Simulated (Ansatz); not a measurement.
C₂H₆AlNOSi, relaxed with RKS PBE-D4/def2-SVP in the Gaussian-basis code of Ansatz from a rough embedded geometry. The force threshold is 0.03 eV/Å; the program also tests the step.

Charge 0, multiplicity 1. The bonds changed during the relaxation, so this is another structure than the one it started from.

Start:

```xyz
12

C    -1.406    0.765    0.937
C    -1.035   -0.584    0.379
N    -1.642   -1.612    0.776
Al    0.405   -0.887   -0.879
O     1.360   -0.264   -2.408
Si    2.573    0.078   -1.192
H    -2.446    0.861    1.137
H    -1.042    1.523    0.234
H    -0.789    0.923    1.936
H    -2.430   -1.548    1.512
H     2.748    1.559   -1.072
H     3.705   -0.814   -1.360
```

```json
{"step": "1", "energy (eV)": "-20158.9562", "largest force (eV/Å)": "3.443", "largest move (Å)": "0.000"}
{"step": "2", "energy (eV)": "-20159.7627", "largest force (eV/Å)": "1.202", "largest move (Å)": "0.194"}
{"step": "3", "energy (eV)": "-20159.9193", "largest force (eV/Å)": "1.039", "largest move (Å)": "0.198"}
{"step": "4", "energy (eV)": "-20160.0281", "largest force (eV/Å)": "0.966", "largest move (Å)": "0.144"}
{"step": "5", "energy (eV)": "-20160.1243", "largest force (eV/Å)": "0.342", "largest move (Å)": "0.200"}
{"step": "6", "energy (eV)": "-20160.1749", "largest force (eV/Å)": "0.230", "largest move (Å)": "0.167"}
{"step": "7", "energy (eV)": "-20160.1989", "largest force (eV/Å)": "0.292", "largest move (Å)": "0.173"}
{"step": "8", "energy (eV)": "-20160.2241", "largest force (eV/Å)": "0.925", "largest move (Å)": "0.139"}
{"step": "9", "energy (eV)": "-20160.2637", "largest force (eV/Å)": "0.401", "largest move (Å)": "0.157"}
{"step": "10", "energy (eV)": "-20160.2908", "largest force (eV/Å)": "0.778", "largest move (Å)": "0.181"}
{"step": "11", "energy (eV)": "-20160.3355", "largest force (eV/Å)": "0.863", "largest move (Å)": "0.143"}
{"step": "12", "energy (eV)": "-20160.4309", "largest force (eV/Å)": "1.029", "largest move (Å)": "0.193"}
{"step": "13", "energy (eV)": "-20160.5644", "largest force (eV/Å)": "0.911", "largest move (Å)": "0.195"}
{"step": "14 (rejected)", "energy (eV)": "-20160.5457", "largest force (eV/Å)": "1.995", "largest move (Å)": "0.195"}
{"step": "15", "energy (eV)": "-20160.6381", "largest force (eV/Å)": "0.388", "largest move (Å)": "0.097"}
{"step": "16", "energy (eV)": "-20160.6468", "largest force (eV/Å)": "0.204", "largest move (Å)": "0.062"}
{"step": "17 (rejected)", "energy (eV)": "-20160.6465", "largest force (eV/Å)": "0.148", "largest move (Å)": "0.081"}
{"step": "18", "energy (eV)": "-20160.6501", "largest force (eV/Å)": "0.035", "largest move (Å)": "0.039"}
{"step": "19", "energy (eV)": "-20160.6511", "largest force (eV/Å)": "0.024", "largest move (Å)": "0.056"}
```

End:

```xyz
12

C    -2.032    0.854    1.263
C    -0.891    0.168    0.612
N    -0.812   -1.110    0.340
Al    0.797   -0.221   -0.310
O     1.273   -0.040   -2.014
Si    2.846   -0.324   -1.338
H    -2.850    0.161    1.560
H    -2.436    1.623    0.571
H    -1.676    1.412    2.153
H    -1.580   -1.771    0.573
H     3.827    0.810   -1.537
H     3.534   -1.562   -1.873
```

Hardware: 4 threads of an Arm Neoverse V1 on a shared host. Wall time 35 s, peak host memory 0.19 GiB.
